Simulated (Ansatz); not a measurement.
Ansatz results at the PBE0-D4/def2-TZVP geometry: LUMO energy (PBE0/def2-TZVPP) -0.23 eV; HOMO–LUMO gap (ωB97M-V/def2-TZVPP) 12.41 eV; HOMO energy (B3LYP/def2-TZVPP) -8.25 eV.

Each molecule was computed in one conformer, which needn't be the lowest.

Question: Which molecule gave them?
A. `[CH3][Ga]([SH])[Br]`
B. `[F][Ga]([F])[F]`
C. `C#[C][GaH][CH3]`
D. `[CH3][Ga]([OH])[OH]`

Answer: D. The others give `[CH3][Ga]([SH])[Br]`: -1.05, 10.65, -7.54; `C#[C][GaH][CH3]`: -1.58, 10.07, -7.47; `[F][Ga]([F])[F]`: -2.34, 13.95, -11.47.

B3LYP here is the variant with VWN-RPA as its local correlation; programs differ in this.
